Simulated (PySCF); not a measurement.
## Bonding in `N[SiH2][Si@@]1([SiH3])[SiH2]CS1`

CH11NSSi4.
Numbering: `[NH2:1][SiH2:2][Si@@:3]1([SiH3:4])[SiH2:5][CH2:6][S:7]1` (hydrogens: H8, H9 on N1; H10, H11 on Si2; H12, H13, H14 on Si4; H15, H16 on Si5; H17, H18 on C6)

Geometry (GFN2-xTB, Å), atoms numbered from 1 in this order:
```xyz
18
CH11NSSi4 angstrom
N     -2.877   -0.837    0.005
Si    -1.741   -0.654   -1.286
Si     0.031    0.295   -0.109
Si    -0.444    2.177    1.212
Si     1.747   -1.117    0.689
C      2.797   -0.273   -0.672
S      1.633    0.846   -1.541
H     -2.622   -1.382    0.813
H     -3.832   -1.045   -0.236
H     -2.439    0.222   -2.230
H     -1.447   -1.902   -2.021
H      0.611    2.498    2.182
H     -1.653    1.874    1.983
H     -0.697    3.402    0.450
H      1.717   -2.569    0.458
H      2.383   -0.918    1.997
H      3.210   -0.951   -1.415
H      3.613    0.338   -0.290
```

Bond orders from the PBE0/pcSseg-1 density (PySCF). The structure is a single GFN2-xTB conformer in the gas phase; no vibrational or solvent corrections.

Q: Where do the orders between heavy atoms depart from those drawn in the SMILES?

A: The largest departure is 0.169, at Si2–Si3 (drawn single, 0.831) and Si3–Si4 (drawn single, 0.832). Drawn single, order below 0.88: Si2–Si3 (0.831), Si3–Si4 (0.832), Si3–Si5 (0.856) and Si5–C6 (0.876).

Q: Give the Mayer order of every bond between heavy atoms, beside its length.

A: 
```tsv
bond	drawn as	length (Å)	Mayer order
N1–Si2	single	1.729	1.013
Si2–Si3	single	2.330	0.831
Si3–Si4	single	2.347	0.832
Si3–Si5	single	2.362	0.856
Si5–C6	single	1.915	0.876
C6–S7	single	1.834	0.985
S7–Si3	single	2.218	0.925
```

Bonds between the same two heavy elements. Si–Si: lowest Si2–Si3 and Si3–Si4 (0.831, 2.330 Å), highest Si3–Si5 (0.856, 2.362 Å); in 2 of the 3 pairs the longer bond (by over 0.003 Å) has the higher order (by 0.02 or more). Bonds named together lie within 0.004.

Q: And the bonds to hydrogen?

A: H–N: 0.95 (2 bonds); H–Si: 0.89 to 0.94 (7 bonds); C–H: 0.94 (2 bonds).

Q: Sum the orders of all bonds at each heavy atom with more than one neighbour and set the sums beside the valence in the SMILES.

A: N1 2.909 (drawn 3), Si2 3.673 (drawn 4), Si3 3.444 (drawn 4), Si4 3.627 (drawn 4), Si5 3.621 (drawn 4), C6 3.734 (drawn 4), S7 1.910 (drawn 2). Orders between atoms that aren't bonded are not in these sums.

For a closed shell the Mayer order of atoms A and B is Σ (PS)μν (PS)νμ over the basis functions μ on A and ν on B, with P the density and S the overlap matrix.

These values come from a run that also computed NMR shieldings. On Arm Neoverse V1, one thread (shared host), this took 40 s of wall time and 0.93 GiB of memory at its peak.
